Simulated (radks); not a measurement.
The numbers below are computed, except where a source is named.
These are the eigenvalues of the occupied orbitals of an atom or ion with whole-number occupations (eV). Code: a radial shooting solver on a logarithmic mesh with Libxc functionals. Model: scalar-relativistic Kohn-Sham, BLYP, spin-unpolarised, spherical densities, finite nucleus; Fermi nuclear charge, rms radius of each element as measured or else 0.836 A^(1/3) + 0.57 fm.

1s: -78451.35
2s: -13822.10
2p: -11989.52
3s: -3282.536
3p: -2748.605
3d: -2168.477
4s: -741.8871
4p: -566.7049
4d: -353.6701
5s: -147.6570
4f: -116.8808
5p: -100.8542
5d: -46.9342
6p: -26.7982

Which element is it, and in what charge state? The configuration may be excited.

Answer. Z = 78, platinum, charge +3: Pt3+ in [Xe] 4f14 5d5 6p2. The list shows which subshells hold electrons but not how many an open one holds; the 1s level, -2883 hartree, gives Z - s = 75.9 by -(Z - s)^2/2, which with screening and relativity narrows Z to a few neighbours, and the depths of the outer levels then fix element, charge and occupations together.
